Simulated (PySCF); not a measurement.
# Electron correlation in Ne⁺ (neon, charge +1)

[He] 2s1 2p6, 2S determinant (an excited configuration). Calculation: PySCF 2.14, in aug-cc-pCVTZ-DK (7s6p4d2f, 59 functions); the spin-free X2C one-electron Hamiltonian (Gaussian nucleus). Frozen: 1s2; 7 electrons correlated.

```csv
level,correlation energy (mhartree)
CCSD,-311.55
(T),-9.80
CCSD(T),-321.35
```

Diagnostics: T1 = 0.0070, D1 = 0.0208, largest double amplitude 0.059.

Cost of the coupled-cluster step: roughly 2.5 core-seconds, for 7 correlated electrons.
